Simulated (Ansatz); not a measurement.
Born–Oppenheimer molecular dynamics of C2H8B2 (12 atoms, charge 0, multiplicity 1). It starts from a relaxed structure.

Theory: Ansatz, UKS revPBE-D4/6-31G.

```
ensemble        : NVT, Langevin thermostat
time step       : 1 fs
steps asked     : 157
set temperature : 1500 K
friction        : 0.01 /fs
seed            : 916785
```

First frame:

```xyz
12
Properties=species:S:1:pos:R:3
B -0.663 1.798 -0.305
C -0.819 0.239 -0.344
C 0.529 -0.255 0.329
B 0.787 -1.805 0.296
H -0.104 2.384 -1.204
H -0.983 2.431 0.675
H -0.877 -0.193 -1.358
H -1.663 -0.152 0.251
H 0.635 0.137 1.361
H 1.413 0.172 -0.212
H 0.176 -2.528 -0.454
H 1.646 -2.284 0.999
```

Question: How far do the bonds stretch over the last three quarters of this one trajectory? (Pairs bonded in most of those frames.)

Answer: 
| bond | mean (Å) | spread (Å) | shortest | longest |
| --- | --- | --- | --- | --- |
| B1–C2 | 1.589 | 0.051 | 1.47 | 1.68 |
| B1–H5 | 1.225 | 0.040 | 1.13 | 1.32 |
| B1–H6 | 1.250 | 0.084 | 1.08 | 1.44 |
| C2–C3 | 1.593 | 0.055 | 1.46 | 1.73 |
| C2–H7 | 1.139 | 0.066 | 1.01 | 1.27 |
| C2–H8 | 1.123 | 0.043 | 1.04 | 1.23 |
| C3–B4 | 1.575 | 0.039 | 1.51 | 1.65 |
| C3–H9 | 1.119 | 0.030 | 1.07 | 1.19 |
| C3–H10 | 1.146 | 0.102 | 0.97 | 1.34 |
| B4–H11 | 1.237 | 0.086 | 1.08 | 1.42 |
| B4–H12 | 1.225 | 0.048 | 1.13 | 1.36 |

Mean temperature of the second half: 1315 K. The mean temperature of the second half is 12 % below the set value. A run of 0.16 ps of so small a system gives no equilibrium averages. Limits of this set-up: no polarisation functions.

The run took 13 min on 1 thread of Arm Neoverse N1, on a shared host, peak memory 0.13 GiB.
